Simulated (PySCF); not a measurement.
SMILES [OH+]=[Si] (charge +1) (PBE0/def2-SVP optimised geometry):

```
3

O      0.295    -0.002     0.000
Si    -1.264     0.002    -0.003
H      1.264    -0.002     0.000
```

Computed with PBE0/def2-TZVP (PySCF).

### Question
What are the frontier orbital energies?

### Answer
HOMO-2 -17.97 eV, HOMO-1 -17.97 eV, HOMO -16.79 eV, LUMO -8.71 eV, LUMO+1 -8.71 eV.

Meta-Löwdin charges at PBE0/def2-TZVP: O1 -0.60, Si2 1.16, H3 0.44.
